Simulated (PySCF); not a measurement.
## ORD: `C#C[C@@H]1C(=C)[C@@H]1F`, C₆H₅F

Geometry:
| atom | x (Å) | y (Å) | z (Å) |
| --- | --- | --- | --- |
| C1 | 2.557 | -0.374 | 0.732 |
| C2 | 1.381 | -0.562 | 0.602 |
| C3 | -0.030 | -0.739 | 0.453 |
| C4 | -0.753 | 0.094 | -0.534 |
| C5 | -0.942 | 0.424 | -1.785 |
| C6 | -0.985 | 0.374 | 0.882 |
| F7 | -0.478 | 1.518 | 1.427 |
| H8 | 3.589 | -0.230 | 0.846 |
| H9 | -0.371 | -1.755 | 0.628 |
| H10 | -1.591 | 1.240 | -2.058 |
| H11 | -0.458 | -0.107 | -2.589 |
| H12 | -1.919 | 0.116 | 1.370 |

Method: PySCF 2.14.0, TDDFT wB97X-D/aug-cc-pVDZ circular dichroism and optical rotation, one conformer, gas phase. Geometry: GFN2-xTB.

Stereocentres: C3 R, C6 R.

Q: Give the optical rotatory dispersion at 633, 589.3, 546, 436, 405, 365, 355 nm.

A: [α] in deg dm⁻¹ (g/mL)⁻¹:
```csv
λ (nm),origin-invariant length gauge,modified velocity gauge,length gauge (centre of mass),isotropic polarisability (au)
633,+128.7,+127.4,+129.4,73.0
589.3,+152.1,+150.5,+152.9,73.4
546,+182.7,+180.6,+183.7,73.8
436,+326.5,+322.5,+328.4,75.7
405,+403.1,+397.9,+405.4,76.6
365,+557.5,+549.9,+560.6,78.2
355,+612.3,+603.9,+615.7,78.7
```

Q: And for the mirror image at 589.3 nm?

A: -152.1 deg dm⁻¹ (g/mL)⁻¹ (origin-invariant length gauge): the same size and the opposite sign.

Q: What is the molar rotation [Φ] = [α]·M/100 of the geometry above at 589.3 nm?

A: With M = 96.10 g/mol, +146.2 deg cm² dmol⁻¹ (origin-invariant length gauge).

The first excitation lies at 5.76 eV (215 nm) with R = +43.2 × 10⁻⁴⁰ esu² cm² (velocity form).
